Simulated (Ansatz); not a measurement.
`[NH2][AlH][SiH2][TeH]` and `[NH2][AlH][SiH2]S` differ in one element.

Ansatz, PBE0-D4/def2-TZVP geometries, multiplicity 1. Each molecule was computed in one conformer, which needn't be the lowest.

Elements past krypton have def2 core potentials.

```csv
property,`[NH2][AlH][SiH2][TeH]`
LUMO energy (PBE/def2-TZVPP) / eV,-2.00
HOMO–LUMO gap (ωB97M-V/def2-TZVPP) / eV,8.65
HOMO energy (ωB97M-V/def2-TZVPP) / eV,-8.31
HOMO energy (B3LYP/def2-TZVPP) / eV,-6.09
HOMO–LUMO gap (PBE0/def2-TZVPP) / eV,5.01
size of the dipole moment (ωB97M-V/def2-TZVPP) / D,2.14
```

Problem. Give the same properties after the change, and the shifts. (An estimate is asked.)

Solution. Computed: 
```tsv
property	`[NH2][AlH][SiH2]S`	shift
LUMO energy (PBE/def2-TZVPP) / eV	-2.00	0.00
HOMO–LUMO gap (ωB97M-V/def2-TZVPP) / eV	9.36	0.71
HOMO energy (ωB97M-V/def2-TZVPP) / eV	-8.97	-0.66
HOMO energy (B3LYP/def2-TZVPP) / eV	-6.70	-0.61
HOMO–LUMO gap (PBE0/def2-TZVPP) / eV	5.65	0.64
size of the dipole moment (ωB97M-V/def2-TZVPP) / D	2.40	0.26
```

Dipoles are sizes alone; their direction can turn.

B3LYP here is the variant with VWN-RPA as its local correlation; programs differ in this.

Spin–orbit coupling is left out; it splits and shifts lone-pair levels of the heavy atoms by tenths of an eV.
